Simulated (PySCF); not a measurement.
C2H6CdClN, singlet, at a GFN2-xTB geometry (such geometries of metal compounds can be far from the true shape) (core potentials on Cd); PySCF with DF-HF/def2-TZVP.

Here is a job for PySCF.
```python
from pyscf import gto, scf

mol = gto.Mole()
mol.atom = '''
    Cd   -0.354640    0.464526   -0.543175
    Cl    1.904642    0.806681   -0.030831
    N    -1.040704   -1.156126    0.655613
    C    -0.801356   -0.754374    2.025528
    C    -0.184869   -2.275040    0.322540
    H    -1.037260   -1.596764    2.684634
    H     0.252605   -0.470738    2.220046
    H    -1.461474    0.080746    2.284502
    H     0.893965   -2.052758    0.448347
    H    -0.423663   -3.110299    0.989631
    H    -0.378062   -2.591665   -0.708321
'''
mol.basis = 'def2-tzvp'
mol.ecp = {'Cd': 'def2-tzvp'}
mol.charge = 0
mol.spin = 0
mol.verbose = 4
mol.max_memory = 1800
mol.build()

mf = scf.RHF(mol)
mf = mf.density_fit(auxbasis='def2-universal-jkfit')
mf.kernel()
```

Output, abridged:

```
PySCF version 2.14.0

[INPUT] verbose = 4
[INPUT] num. atoms = 11
[INPUT] num. electrons = 62
[INPUT] charge = 0
[INPUT] spin (= nelec alpha-beta = 2S) = 0
[INPUT] symmetry False subgroup None
[INPUT] Mole.unit = angstrom
[INPUT] Symbol           X                Y                Z      unit          X                Y                Z       unit  Magmom
[INPUT]  1 Cd    -0.354640000000   0.464526000000  -0.543175000000 AA   -0.670172472816   0.877826917740  -1.026451987711 Bohr   0.0
[INPUT]  2 Cl     1.904642000000   0.806681000000  -0.030831000000 AA    3.599251745344   1.524406159890  -0.058262146146 Bohr   0.0
[INPUT]  3 N     -1.040704000000  -1.156126000000   0.655613000000 AA   -1.966645536739  -2.184761505489   1.238929013704 Bohr   0.0
[INPUT]  4 C     -0.801356000000  -0.754374000000   2.025528000000 AA   -1.514343368277  -1.425560255493   3.827693177638 Bohr   0.0
[INPUT]  5 C     -0.184869000000  -2.275040000000   0.322540000000 AA   -0.349351778922  -4.299202522430   0.609512264217 Bohr   0.0
[INPUT]  6 H     -1.037260000000  -1.596764000000   2.684634000000 AA   -1.960137319966  -3.017446645565   5.073223004696 Bohr   0.0
[INPUT]  7 H      0.252605000000  -0.470738000000   2.220046000000 AA    0.477354267696  -0.889565896426   4.195278923936 Bohr   0.0
[INPUT]  8 H     -1.461474000000   0.080746000000   2.284502000000 AA   -2.761785598173   0.152587825654   4.317083111021 Bohr   0.0
[INPUT]  9 H      0.893965000000  -2.052758000000   0.448347000000 AA    1.689349014947  -3.879150420010   0.847253038770 Bohr   0.0
[INPUT] 10 H     -0.423663000000  -3.110299000000   0.989631000000 AA   -0.800607039112  -5.877613275509   1.870131554379 Bohr   0.0
[INPUT] 11 H     -0.378062000000  -2.591665000000  -0.708321000000 AA   -0.714433638105  -4.897537056621  -1.338532698278 Bohr   0.0

nuclear repulsion = 312.276824605926
number of shells = 84
number of NR pGTOs = 314
number of NR cGTOs = 206
basis = def2-tzvp
ecp = {'Cd': 'def2-tzvp'}

******** <class 'pyscf.df.df_jk.DFRHF'> ********
method = DFRHF
initial guess = minao
damping factor = 0
level_shift factor = 0
DIIS = <class 'pyscf.scf.diis.CDIIS'>
diis_start_cycle = 1
diis_space = 8
diis_damp = 0
SCF conv_tol = 1e-09
SCF conv_tol_grad = None
SCF max_cycles = 50
direct_scf = False
Set gradient conv threshold to 3.16228e-05
Initial guess from minao.
******** <class 'pyscf.df.df.DF'> ********
auxbasis = def2-universal-jkfit
init E= -747.681447333474
  HOMO = -0.589680797781618  LUMO = -0.514711982704531  gap/eV = 2.04001
cycle= 1 E= -758.651073990472  delta_E=  -11  |g|= 2.76  |ddm|= 6.45
  HOMO = 0.0190143650042441  LUMO = 0.028703501232952  gap/eV = 0.26365
cycle= 2 E= -754.86124576851  delta_E= 3.79  |g|= 4.62  |ddm|= 43.3
  HOMO = -0.266864490271445  LUMO = -0.136675344073296  gap/eV = 3.54263
cycle= 3 E= -759.91608545549  delta_E= -5.05  |g|= 0.564  |ddm|=   43
  HOMO = -0.281719829482867  LUMO = -0.0192988688157409  gap/eV = 7.14084
cycle= 4 E= -760.04178918594  delta_E= -0.126  |g|= 0.205  |ddm|= 1.27
  HOMO = -0.273887404567432  LUMO = -0.0182809493274695  gap/eV = 6.95541
cycle= 5 E= -760.057663495466  delta_E= -0.0159  |g|= 0.0802  |ddm|= 0.248
  HOMO = -0.303804081928367  LUMO = -0.0267733789739473  gap/eV = 7.53839
cycle= 6 E= -760.067560948668  delta_E= -0.0099  |g|= 0.0759  |ddm|= 0.276
  HOMO = -0.307028409658321  LUMO = -0.0267214260782832  gap/eV = 7.62754
cycle= 7 E= -760.073014455249  delta_E= -0.00545  |g|= 0.0295  |ddm|= 0.201
  HOMO = -0.314154306657208  LUMO = -0.0283819994149372  gap/eV = 7.77626
cycle= 8 E= -760.074968446666  delta_E= -0.00195  |g|= 0.0116  |ddm|= 0.162
  HOMO = -0.315086062954384  LUMO = -0.0291465680173076  gap/eV = 7.78081
cycle= 9 E= -760.075235393529  delta_E= -0.000267  |g|= 0.00403  |ddm|= 0.0619
  HOMO = -0.315135401063556  LUMO = -0.0292497657480886  gap/eV = 7.77934
cycle= 10 E= -760.075264441457  delta_E= -2.9e-05  |g|= 0.00134  |ddm|= 0.0229
  HOMO = -0.315147387375678  LUMO = -0.0294147737519564  gap/eV = 7.77518
cycle= 11 E= -760.075266215449  delta_E= -1.77e-06  |g|= 0.00041  |ddm|= 0.0054
  HOMO = -0.315088270599963  LUMO = -0.0294578485410346  gap/eV = 7.77240
cycle= 12 E= -760.07526634609  delta_E= -1.31e-07  |g|= 0.000168  |ddm|= 0.00115
  HOMO = -0.31505357640193  LUMO = -0.0294589801279183  gap/eV = 7.77142
cycle= 13 E= -760.075266370171  delta_E= -2.41e-08  |g|= 7.79e-05  |ddm|= 0.000481
  HOMO = -0.315047101208753  LUMO = -0.029464866337  gap/eV = 7.77109
cycle= 14 E= -760.075266376055  delta_E= -5.88e-09  |g|= 3.28e-05  |ddm|= 0.000321
  HOMO = -0.315042532206464  LUMO = -0.0294683362164152  gap/eV = 7.77087
cycle= 15 E= -760.075266376684  delta_E= -6.29e-10  |g|= 8.79e-06  |ddm|= 6.72e-05
  HOMO = -0.315039933863715  LUMO = -0.0294686098866074  gap/eV = 7.77079
Extra cycle  E= -760.075266376733  delta_E= -4.87e-11  |g|= 4.46e-06  |ddm|= 1.65e-05
converged SCF energy = -760.075266376733
```
